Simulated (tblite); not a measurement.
Compound: C8H5F3N2S.
Geometry (GFN2-xTB, Å), atoms numbered from 1 in this order:
```xyz
19
C8H5F3N2S angstrom
C      2.9581   -0.1016   -0.0383
C      1.4667   -0.1645   -0.0598
C      0.7752   -1.2836   -0.4579
C     -0.6281   -1.3413   -0.4777
C     -1.3957   -0.2695   -0.0955
C     -2.8936   -0.3054   -0.1073
F     -3.4243    0.6246   -0.9185
F     -3.3775   -1.4870   -0.5271
F     -3.4229   -0.0965    1.1096
C     -0.7403    0.9051    0.3220
N     -1.2840    2.0507    0.7299
S     -0.1062    3.0746    1.0935
N      1.1476    2.1348    0.7584
C      0.6980    0.9499    0.3373
H      3.3588   -0.8670    0.6244
H      3.3585   -0.2816   -1.0347
H      3.2831    0.8755    0.3063
H      1.3274   -2.1573   -0.7699
H     -1.1106   -2.2506   -0.8022
```

Calculated harmonic vibrations of the isolated species, GFN2-xTB (tblite), most abundant isotopes, no scaling. Against measured fundamentals such values can be off by several per cent, at times by over 20. The optimisation stopped once no atom felt more than 0.01 eV/Å.

Lowest wavenumbers of the output (negative numbers stand for imaginary wavenumbers):
```
mode    cm-1
  1     -64.2
  2      29.6
  3      75.6
  4     115.5
  5     154.9
  6     182.3
  7     229.4
  8     240.0
  9     294.4
 10     307.0
```

**Question.** Is this structure a minimum?

**Answer.** No. 1 mode is imaginary beyond 20i (64i cm⁻¹), so at this level the point lies at or near a first-order saddle.

**Question.** Which atoms move in the imaginary mode?

**Answer.** 64i: H15 (methyl hydrogen) 36 %, H16 (methyl hydrogen) 35 %, H17 (methyl hydrogen) 27 %. These are shares of the mass-weighted motion.

**Question.** What is the remedy?

**Answer.** Step along that mode in both directions, optimise again with tighter thresholds and repeat the frequencies. The zero-point energy of this point (74.3 kcal/mol) counts the 50 real modes alone, and thermal corrections from it aren't those of a minimum.
